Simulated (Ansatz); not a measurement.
Cost and result for the atomization energy of `[OH][Ge]([OH])([OH])[OH]` (9 atoms, 8 bonds).

```csv
atom,x (Å),y (Å),z (Å)
O1,1.324,-0.674,-0.935
Ge2,0.000,0.000,0.000
O3,-1.339,0.668,-0.917
O4,0.679,1.334,0.916
O5,-0.663,-1.329,0.935
H6,1.990,-0.013,-1.143
H7,-2.009,0.007,-1.110
H8,0.019,2.002,1.121
H9,0.000,-1.996,1.132
```

The species carries charge 0 and has multiplicity 1. Correlated methods include outer-core shells of Ge, which these sets cover unevenly. Scalar relativity is left out up to krypton. Geometry: relaxed with PBE0-D4/def2-TZVP. It is one conformer, not always the lowest. Program: Ansatz. All runs use 4 threads of an Arm Neoverse V2 on a shared host. Times are those of one run each, without the atoms' runs, and a repeat can differ threefold. Electronic energies, without spin–orbit coupling; frozen cores. CCSD(T)/CBS adds CCSD(T) − MP2 in def2-TZVPP to the MP2 limit, and its time is that of the two runs behind it. T1 = 0.012. With those shells the extrapolation isn't a true limit. B3LYP takes the VWN-RPA correlation (the form of Gaussian; ORCA's B3LYP/G). HSE06 is the plane-wave form, built on full-range PBE exchange.

CCSD(T)/CBS is a level of theory with its own doubt, some kJ/mol a heavy atom from the limit and from the frozen cores, so smaller differences don't rank the functionals.

```csv
level,functions,wall time,atomization (kcal/mol),difference from CCSD(T)/CBS,per bond
revPBE-D4/def2-TZVPP,228,1.4 s,790.1,-23.6,-3.0
HSE06-D4/def2-TZVPP,228,2.2 s,791.5,-22.2,-2.8
CAM-B3LYP-D4/def2-TZVPP,228,2.5 s,804.0,-9.7,-1.2
r2SCAN-D4/def2-TZVPP (with forces),228,3.1 s,805.4,-8.3,-1.0
B3LYP-D4/def2-TZVPP (with forces),228,3.2 s,794.1,-19.6,-2.5
r2SCANh-D4/def2-TZVPP,228,3.3 s,794.9,-18.8,-2.4
PBE-QIDH/def2-TZVPP,228,3.7 s,791.6,-22.1,-2.8
B97M-V/def2-TZVPP,228,6 s,801.7,-12.0,-1.5
CCSD(T)/def2-SVP,108,6.5 s,738.3,-75.4,-9.4
ωB97M-V/def2-TZVPP (with forces),228,8 s,803.6,-10.1,-1.3
MP2/def2-QZVPP,437,14 s,833.1,19.4,2.4
CCSD(T)/def2-TZVPP,228,2.5 min,788.8,-24.9,-3.1
CCSD(T)/CBS(def2),–,2.7 min,813.7,0.0,0.0
```

Leaving LDA and LC-ωPBE aside and taking each functional with its dispersion term where it has one, the values, not all of them listed here, spread over 63.8 kcal/mol, from BHLYP-D4 to PBE-D4. LDA lies +133.6 kcal/mol from PBE without D4, its usual overbinding. The D4 term adds +6.5 kcal/mol with B3LYP and +3.4 kcal/mol with PBE0; it sums over pairs of atoms, weighted by their polarisabilities, and B3LYP, whose exchange is more repulsive, gets the larger term. In def2-TZVPP, CCSD(T) changes the Hartree–Fock value by +263.2 kcal/mol (the triples alone add +16.4 kcal/mol) and MP2 by +292.6 kcal/mol; breaking electron pairs costs correlation energy, which Hartree–Fock lacks.
